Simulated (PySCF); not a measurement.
Compound: C9H7NSi.
InChI=1S/C9H7NSi/c10-6-7-2-1-3-9-8(7)4-5-11-9/h1-5H,11H2

Computed with PySCF at PBE0/pcSseg-1, non-relativistic, on one gas-phase PBE0-D3(BJ)/def2-SVP geometry that isn't relaxed in the solvent. The solvent is an IEF-PCM continuum (van der Waals radii × 1.2). Specific hydrogen bonds and non-electrostatic terms are outside this model.

| run | E − E(gas) (kJ/mol) | HOMO (eV) | HOMO–LUMO gap (eV) | dipole (D) |
| --- | --- | --- | --- | --- |
| gas | 0.00 | -7.21 | 5.14 | 4.24 |
| P | -23.12 | -7.07 | 5.13 | 5.51 |
| Q | -26.52 | -7.07 | 5.13 | 5.70 |

Task: The runs were made in dichloromethane and methanol. Which run belongs to which solvent?

Result: P = dichloromethane, Q = methanol. The dielectric constants are 8.93 (dichloromethane), 32.61 (methanol), and the energy falls further as ε rises. In this model the ground state sees the solvent through ε alone.

Task: How constant is the ratio of the lowering to (ε − 1)/(2ε + 1)?

Result: 
```json
{"solvent": "dichloromethane", "(ε − 1)/(2ε + 1)": "0.420", "E − E(gas) (kJ/mol)": "-23.12", "ratio (kJ/mol)": "-55.0", "polarisation term (kJ/mol)": "-27.14"}
{"solvent": "methanol", "(ε − 1)/(2ε + 1)": "0.477", "E − E(gas) (kJ/mol)": "-26.52", "ratio (kJ/mol)": "-55.6", "polarisation term (kJ/mol)": "-31.81"}
```

The ratio changes by +1.1 % in size from dichloromethane to methanol. The polarisation term is half the interaction of the solute with the induced surface charges.
